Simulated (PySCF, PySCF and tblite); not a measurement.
A run on one conformer of C7H9NOS, numbered as in [CH2:1]=[CH:2]/[C:3]([C:4]#[N:5])=[C:6](/[CH3:7])[S@@:8]([CH3:9])=[O:10], from an ensemble study. The sound level was CAM-B3LYP/pcSseg-1 (IEF-PCM, cyclohexane) on GFN2-xTB geometries.

Input:

```
{"job": {"xc": "CAM-B3LYP", "basis": "pcSseg-1", "solvent": "cyclohexane", "scf": {"max_cycle": 55}, "kind": "nmr", "pop": false}, "charge": 2, "multiplicity": 1}
C      2.771667    -1.223845    -0.399051
C      1.607382    -0.639790    -0.660695
C      0.924099     0.252909     0.264618
C      1.603189     0.606627     1.458943
N      2.135181     0.897222     2.431908
C     -0.311639     0.749517     0.060766
C     -1.037909     1.682788     0.952206
S     -1.212674     0.284896    -1.471594
C     -1.923733    -1.245885    -0.705198
O     -2.322222     1.227994    -1.572264
H      3.283270    -1.075497     0.537886
H      3.249175    -1.871238    -1.113538
H      1.106845    -0.799751    -1.605555
H     -1.426033     1.159318     1.827944
H     -1.877398     2.108934     0.400474
H     -0.391651     2.484649     1.306270
H     -2.573931    -1.701589    -1.444962
H     -1.113520    -1.917488    -0.446457
H     -2.499901    -0.970522     0.170839
```

Command: OMP_NUM_THREADS=1 python ens_run.py task.json out

Output:

```
final grid: 160752 points
cycle   1  E = -798.8627454036  dE =  2.855e+00  |g| = 1.236e+00  |ddm| = 4.302e+00
cycle   2  E = -796.1992479961  dE =  2.663e+00  |g| = 3.400e+00  |ddm| = 4.978e+00
cycle   3  E = -799.1959288531  dE = -2.997e+00  |g| = 4.677e-01  |ddm| = 3.953e+00
cycle   4  E = -799.2104899301  dE = -1.456e-02  |g| = 4.592e-01  |ddm| = 9.288e-01
cycle   5  E = -799.2533416590  dE = -4.285e-02  |g| = 9.674e-02  |ddm| = 3.437e-01
cycle   6  E = -799.2549595355  dE = -1.618e-03  |g| = 5.313e-02  |ddm| = 8.967e-02
cycle   7  E = -799.2554810520  dE = -5.215e-04  |g| = 3.031e-02  |ddm| = 5.885e-02
cycle   8  E = -799.2557386824  dE = -2.576e-04  |g| = 1.174e-02  |ddm| = 3.681e-02
cycle   9  E = -799.2558065821  dE = -6.790e-05  |g| = 5.109e-03  |ddm| = 2.975e-02
cycle  10  E = -799.2558276959  dE = -2.111e-05  |g| = 2.359e-03  |ddm| = 1.783e-02
cycle  11  E = -799.2558337985  dE = -6.103e-06  |g| = 1.327e-03  |ddm| = 1.066e-02
cycle  12  E = -799.2558354199  dE = -1.621e-06  |g| = 3.266e-04  |ddm| = 6.393e-03
cycle  13  E = -799.2558356352  dE = -2.153e-07  |g| = 2.962e-04  |ddm| = 1.879e-03
cycle  14  E = -799.2558357077  dE = -7.255e-08  |g| = 1.547e-04  |ddm| = 8.550e-04
cycle  15  E = -799.2558357250  dE = -1.727e-08  |g| = 9.884e-05  |ddm| = 4.296e-04
cycle  16  E = -799.2558357319  dE = -6.851e-09  |g| = 4.313e-05  |ddm| = 3.325e-04
cycle  17  E = -799.2558357340  dE = -2.088e-09  |g| = 1.260e-05  |ddm| = 2.235e-04
cycle  18  E = -799.2558357342  dE = -2.351e-10  |g| = 7.879e-06  |ddm| = 5.703e-05
converged SCF energy = -799.2558357342

GIAO shielding tensors (ppm)
atom      isotropic    diamagn.    paramagn.     s11        s22        s33       span
  0 C      -65.913     250.369    -316.282   -208.079   -162.070    172.411    380.490
  1 C       62.917     254.120    -191.203    -63.193     79.051    172.894    236.086
  2 C       37.511     261.775    -224.264   -113.916     84.980    141.470    255.386
  3 C       75.274     262.009    -186.735    -41.076     -9.089    275.985    317.061
  4 N     -247.053     338.413    -585.466   -487.320   -265.952     12.113    499.433
  5 C     -333.151     271.931    -605.082   -971.645   -134.562    106.755   1078.399
  6 C      109.734     247.494    -137.760     21.923    109.087    198.194    176.271
  7 S     -280.275    1056.141   -1336.416   -658.345   -302.497    120.019    778.364
  8 C       73.154     253.102    -179.947      5.154     32.633    181.677    176.523
  9 O     -710.690     394.248   -1104.939  -2133.188   -311.573    312.690   2445.877
 10 H       21.160      27.088      -5.928     14.043     21.980     27.457     13.414
 11 H       21.147      24.425      -3.278     15.619     22.353     25.469      9.850
 12 H       21.959      31.285      -9.326     19.468     21.975     24.434      4.966
 13 H       28.166      28.081       0.085     23.672     26.321     34.505     10.833
 14 H       23.398      29.116      -5.718     18.071     23.470     28.653     10.581
 15 H       26.739      27.569      -0.830     22.699     26.757     30.761      8.063
 16 H       25.997      25.755       0.242     22.188     25.201     30.601      8.413
 17 H       26.403      31.317      -4.914     24.194     26.066     28.949      4.755
 18 H       26.571      30.092      -3.521     24.626     25.190     29.897      5.271
```

Question: What is wrong with this calculation, and what did it do to the result?

Answer: The setting at fault: wrong charge. The run converged. Shieldings averaged over the conformers (ppm), as run and sound:
```csv
atoms,as run,sound
C1,-72.1,53.9
C2,61.5,49.0
C3,41.4,63.2
C4,75.7,64.0
N5,-237.9,-54.5
C6,-317.9,-2.1
C7,114.1,176.0
S8,-254.7,185.1
C9,76.3,137.1
O10,-709.9,300.4
H1a,21.1,25.6
H1b,20.9,25.9
H2,21.0,25.0
H7,26.2,29.3
H9,26.4,29.4
```
